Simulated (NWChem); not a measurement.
# Correlation energy of Cl2Si

```
Si
Cl 1 2.1112
Cl 1 2.1112 2 101.95
```
Charge 0, spin multiplicity 1.

The numbers come from NWChem runs, not from measurements. Structure: optimised with PBE/def2-SVP, a minimum by its harmonic frequencies.

Basis set: cc-pVTZ. Each correlation energy counts from its own Hartree-Fock reference.

```csv
method,correlation energy (mHa),difference from CCSD(T)
RI-MP2,-470.3,+62.3
MP2,-470.2,+62.3
SCS-MP2,-463.1,+69.5
CR-CCSD[T],-526.9,+5.6
CR-CCSD(T),-526.6,+6.0
CCSD,-509.1,+23.5
CCSD+T(CCSD),-533.0,-0.5
CCSD(T),-532.6,0.0
```

The values span 70.0 mHa, from CCSD+T(CCSD) (lowest) to SCS-MP2 (highest). 

The correlated methods keep 15 core orbitals frozen. The structure started from a generated list of species. No row is a measurement; the coupled-cluster row has its own basis-set and correlation limits.
